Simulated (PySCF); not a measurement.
First SCF of a structure search on doublet CuHF, at a hand-made linear geometry. PySCF input:

```python
from pyscf import gto, scf, dft
mol = gto.M(atom='''
Cu     0.000000     0.000000     0.000000
H      0.000000     0.000000    -1.440000
F      0.000000     0.000000     1.760000''',
    basis={'Cu': 'def2-TZVP', 'H': 'def2-TZVP', 'F': 'def2-TZVP'},
    charge=0, spin=1)
mf = dft.UKS(mol, xc='PBE0')
mf.grids.atom_grid = (50, 194)
aux = {'Cu': 'def2-universal-JKFIT', 'H': 'def2-universal-JKFIT', 'F': 'def2-universal-JKFIT'}
mf = mf.density_fit(auxbasis=aux)
mf.conv_tol = 1e-08
mf.diis_space = 10
mf.max_cycle = 60
mf.init_guess = 'minao'
mf.verbose = 4
mf.kernel()
```

Excerpt of the output (cycles alone):

```
init E= -1740.16727219382
cycle= 1 E= -1738.77711896546  delta_E= 1.39  |g|= 3.11  |ddm|= 1.22
cycle= 2 E= -1731.16066612862  delta_E= 7.62  |g|= 6.52  |ddm|= 3.67
cycle= 3 E= -1739.71519337776  delta_E= -8.55  |g|= 1.96  |ddm|= 3.04
cycle= 4 E= -1739.67983268781  delta_E= 0.0354  |g|= 1.54  |ddm|= 1.23
cycle= 5 E= -1740.59421734437  delta_E= -0.914  |g|= 0.212  |ddm|= 1.02
cycle= 6 E= -1740.61766916964  delta_E= -0.0235  |g|= 0.185  |ddm|= 0.223
cycle= 7 E= -1740.62509282781  delta_E= -0.00742  |g|= 0.0975  |ddm|= 0.0749
cycle= 8 E= -1740.62931480258  delta_E= -0.00422  |g|= 0.0412  |ddm|= 0.114
cycle= 9 E= -1740.630035262  delta_E= -0.00072  |g|= 0.0176  |ddm|= 0.0449
cycle= 10 E= -1740.63019913189  delta_E= -0.000164  |g|= 0.0016  |ddm|= 0.0315
cycle= 11 E= -1740.6302010234  delta_E= -1.89e-06  |g|= 0.000946  |ddm|= 0.00231
cycle= 12 E= -1740.63020168431  delta_E= -6.61e-07  |g|= 0.000226  |ddm|= 0.00156
cycle= 13 E= -1740.63020173985  delta_E= -5.55e-08  |g|= 3.47e-05  |ddm|= 0.00061
cycle= 14 E= -1740.63020174447  delta_E= -4.62e-09  |g|= 2.28e-05  |ddm|= 0.000115
Extra cycle  E= -1740.63020174653  delta_E= -2.06e-09  |g|= 2.01e-05  |ddm|= 7e-05
converged SCF energy = -1740.63020174653  <S^2> = 0.75353637  2S+1 = 2.0035333
```

No lower solution of this spin was found from smeared starts or by a stability analysis within the unrestricted form.

Open d and f shells are described by one determinant, and the ground state may have another occupation or spin.

The search for the lowest solution, 3 starts and the stability check together, took 13 s on 2 threads of a shared Arm Neoverse V1 host, with 82 basis functions; the process peaked at 0.35 GiB. Launch command: `OMP_NUM_THREADS=2 python axn.py task.json out`.
